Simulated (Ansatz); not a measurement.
C2H9AlOSi (SMILES [CH3][Al]([CH3])[O][SiH3]), singlet, at a GFN2-xTB geometry (such geometries of metal compounds can be far from the true shape). Base run: CAM-B3LYP/def2-SVP in Ansatz (an electronic-structure program).

Geometry (Å):
```xyz
14

Al     0.1642     0.8031     0.5294
C      1.7199     1.9120    -0.0428
H      2.6538     1.3437     0.0071
H      1.8527     2.8086     0.5657
H      1.6163     2.2358    -1.0829
C     -1.1003     1.1136     2.0399
H     -1.0929     0.2750     2.7428
H     -2.1311     1.2024     1.6835
H     -0.8744     2.0171     2.6093
O     -0.1220    -0.5860    -0.3861
Si    -0.3932    -1.9245    -1.2701
H     -1.5991    -2.5641    -0.7406
H      0.7819    -2.7854    -1.1207
H     -0.5779    -1.4957    -2.6581
```
All else is at Ansatz's defaults.
Base energy -688.52257 Eh.

Each row names what was changed in the base input (with any setting that the change needs).

```csv
change,ΔE vs base (µEh)
base,0.0
lower_state_search = off,0.0
nuclear_model = gaussian,296
"point_charge = charge:0.5 position_ang:0.4047, -6.0315, 1.3482",-1082
"point_charge = charge:-1.0 position_ang:-1.1, -5.8104, 1.8854",-857
"final_grid = 4, 8, 17",…
"final_grid = 10, 20, 41",0.1
"final_grid = 14, 28, 59",0.0
fitting.mean_field = def2-universal-JKFIT,…
lower_state_search = light,0.0
"point_charge = charge:1.0 position_ang:1.2694, 6.465, -1.32",-1057
```

Fill in the missing entries.


- final_grid = 4, 8, 17, ΔE vs base (µEh): 115
- fitting.mean_field = def2-universal-JKFIT, ΔE vs base (µEh): -126
